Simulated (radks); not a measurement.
Numerical settings for the gadolinium ion Gd2+, [Xe] 4f7 5d1. Calculated with a radial shooting solver on a logarithmic mesh with Libxc functionals: Dirac Kohn-Sham, PBE, spin-unpolarised, spherical densities, point nucleus; open shells fill j = l - 1/2 first. The defaults (mesh step 0.008 in ln r, mesh end at 40 bohr or more with all orbitals vanishing there, Anderson mixing 0.5 over 9 steps, residual threshold near 1e-9 with the energy settled to 1e-9 hartree or 1e-11 of itself, here a cap of 82 iterations) give E = -11279.4970 hartree and 5d3/2 at -15.323 eV in 14 iterations. Run on one thread of a shared host, so times are rough (Arm Neoverse V1): 0.19 s of CPU time, 0.19 s wall, 14 iterations on 2541 mesh points. Changes against that run (0 stands for a change within the tolerance of the run):

setting                    iterations  converged  E (mhartree)  e(5d3/2) (meV)  CPU (s)
mesh step in ln r 0.2               4         no      diverged               -     0.01
mesh step in ln r 0.12              4         no      diverged               -     0.01
mesh step in ln r 0.005            14        yes             0               0     0.29
mesh end (bohr) 3                  14        yes          +789       +1.24e+04     0.18
mesh end (bohr) 12                 14        yes             0         +0.0194     0.18
residual threshold 1e-16           82         no             0               0      0.5
residual threshold 0.1             11        yes             0         -0.0709     0.17
mixing 2.5                         16        yes             0               0     0.21
linear mixing, mixing 1            82         no     +3.04e+05       +1.13e+04      2.9
linear mixing, mixing 0.5          30        yes             0               0      0.3
mixing history 2                   24        yes             0               0     0.27
iteration cap 2                     2         no     +1.27e+03       -1.38e+04     0.04

Settings that end as converged yet miss the energy by more than 1 mhartree: mesh end (bohr) 3 (+0.789 hartree). A mesh that ends early acts as a hard wall.
